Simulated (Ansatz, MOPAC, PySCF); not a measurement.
System: C4H5N, charge 0, multiplicity 1. SMILES: C(=C/C)/C#N
Geometry: optimised at B3LYP-D3(BJ)/def2-TZVP (Ansatz, a program for electronic structure).

Property: size of the dipole moment, in D. Terms: no dispersion term unless named; LANL2DZ all-electron up to Ne; 6-311+G** with 5d; 6-31G* and kin with 6d, 5d where marked; non-relativistic; no spin-orbit coupling. Ab initio and DFT rows: single points at B3LYP-D3(BJ) geometries (Ansatz). Semi-empirical rows: dipoles at the shared geometry.

Measured values: NIST CCCBDB, as tabulated in the package chemicals; dipoles are vibrational averages. 

Value to compare with, the measured value: 4.08 D.

```tsv
level	program	size of the dipole moment (D)	error
PM3	MOPAC	3.41	-0.67
PBE/3-21G	Ansatz	3.82	-0.26
PBE/6-311+G**	Ansatz	4.26	0.18
BLYP/6-31G*	Ansatz	4.01	-0.07
B3LYP/LANL2DZ	Ansatz	4.35	0.27
B3LYP/6-31G	Ansatz	4.18	0.10
B3LYP/6-31G*	Ansatz	4.14	0.06
B3LYP/6-31+G*	Ansatz	4.37	0.29
B3LYP/6-31G**	Ansatz	4.13	0.05
B3LYP/def2-SVP	Ansatz	4.05	-0.03
B3LYP/6-311+G**	Ansatz	4.36	0.28
PBE0/6-311+G**	Ansatz	4.36	0.28
M06-2X/6-311+G**	PySCF	4.33	0.25
```

Among the 13 habitual levels, PM3 lies farthest from the measured value (-0.67 D); 9 of 13 lie above it, and their mean absolute error is 0.21 D, the median 0.25. One case shows no general order.

The levels are drawn from those run, B3LYP/6-31G* more often than the rest, none by its result; left out are runs that failed, that the program found above a lower state of the same kind, or whose <S^2> lies over 0.5 above the pure value.
